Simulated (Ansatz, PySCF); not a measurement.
System: C$_{2}$H$_{9}$N$_{2}$Si, charge 0, multiplicity 2. It need not be the lowest isomer of its formula. 
Geometry from a B3LYP-D3(BJ)/def2-TZVP (Ansatz, an electronic-structure program) optimisation:
```xyz
14

Si     0.0300    -0.0007     0.0090
C      1.5887    -0.7887    -0.5968
C     -1.1572     0.1569    -1.4324
N     -0.8407    -0.8751     1.2201
N      0.5236     1.4540     0.7849
H      2.5360    -0.7081    -0.0724
H      1.6170    -1.4492    -1.4579
H     -2.0807     0.6530    -1.1261
H     -1.4217    -0.8211    -1.8441
H     -0.7107     0.7427    -2.2387
H     -1.4819    -1.6059     0.9534
H     -0.3945    -1.0886     2.0993
H     -0.1448     2.0281     1.2740
H      1.2924     1.9974     0.4275
```
Charge 0, spin multiplicity 2.

Total electronic energies in hartree. Cores are frozen in the correlated levels unless marked. Open shells are spin-unrestricted. No spin-orbit coupling. Non-relativistic. Basis-set limits of correlation are two-point, X^-3; Hartree-Fock from the larger set. [CCSD(T)-MP2]/basis is that difference in the basis named.

| level | program | energy (Eh) |
|---|---|---|
| RI-HF/cc-pV(T+d)Z | Ansatz | -478.94773 |
| SVWN5/def2-TZVPD | Ansatz | -477.91243 |
| revPBE/def2-TZVPD | Ansatz | -480.61681 |
| B97M-V/def2-TZVPD | Ansatz | -480.65249 |
| PBE0-D3(BJ)/def2-TZVPD | Ansatz + dftd3 | -480.40259 |
| PBE0/def2-TZVPD | Ansatz | -480.39268 |
| PBE0/def2-TZVPD | PySCF | -480.39278 |
| r2SCAN0-D4/def2-TZVPD | Ansatz + dftd4 | -480.58994 |
| LC-wPBE-D3(BJ)/def2-TZVPD | Ansatz + dftd3 | -480.55188 |
| LC-wPBE-D4/def2-TZVPD | Ansatz + dftd4 | -480.55332 |
| MP2/cc-pV(D+d)Z | Ansatz | -479.56381 |
| RI-MP2/cc-pV(Q+d)Z | Ansatz | -479.90133 |
| CCSD/cc-pV(D+d)Z | Ansatz | -479.62722 |
| CCSD(T)/6-31G | Ansatz | -479.19314 |
| RI-MP2/CBS(cc-pV(T+d)Z,cc-pV(Q+d)Z)+[CCSD(T)-MP2]/cc-pV(D+d)Z | Ansatz | -480.0290 |

Totals of different functionals don't rank their quality; only differences between species are comparable.
